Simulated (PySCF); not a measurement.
From results back to the method.

Species: C2H5FSe.
Bonds: C1–Se2, Se2–C3, C3–F4. Hydrogens: H5, H6, H7 on C1; H8, H9 on C3.

The closed-shell ground state was solved 7 times with PySCF (density fitting, gas phase), always in the def2-SVPD basis (144 functions), with these functionals: B3LYP, BHandHLYP, CAM-B3LYP, HF, LDA, PBE0 and wB97X-D. Geometry: PBE0-D3(BJ)/def2-SVP, one conformer, isolated molecule. Relativistic effects, spin–orbit coupling among them, are left out although an element past zinc is present.

| row | total energy (Eh) | HOMO (eV) | LUMO (eV) | dipole (D) |
| --- | --- | --- | --- | --- |
| P | -2577.4861 | -9.18 | 1.94 | 1.67 |
| Q | -2580.0798 | -7.60 | 0.55 | 1.57 |
| R | -2580.1952 | -8.41 | 1.50 | 1.52 |
| S | -2575.3991 | -5.54 | -1.04 | 1.47 |
| T | -2580.2389 | -7.88 | 0.69 | 1.53 |
| U | -2580.2261 | -6.35 | -0.36 | 1.49 |
| V | -2579.7130 | -6.56 | -0.09 | 1.50 |

**Question.** Which functional belongs to which row?

**Answer.** P = HF, Q = BHandHLYP, R = wB97X-D, S = LDA, T = CAM-B3LYP, U = B3LYP, V = PBE0. By rising HOMO–LUMO gap: LDA (LDA) 4.50 eV; B3LYP (global hybrid, 20 % exact exchange) 5.99 eV; PBE0 (global hybrid, 25 % exact exchange) 6.47 eV; BHandHLYP (global hybrid, 50 % exact exchange) 8.15 eV; CAM-B3LYP (range-separated hybrid) 8.57 eV; wB97X-D (range-separated hybrid) 9.91 eV; HF (all exact exchange) 11.12 eV. Total energies of different functionals aren't bounds to one another; each is stationary for its own functional.

Shape of the structure used: `[CH3:1][Se:2][CH2:3][F:4]`: C1–Se2–C3–F4 66°.

The pairwise dispersion term of wB97X-D wasn't added to the energies; at a given geometry it leaves orbitals and properties as they are.
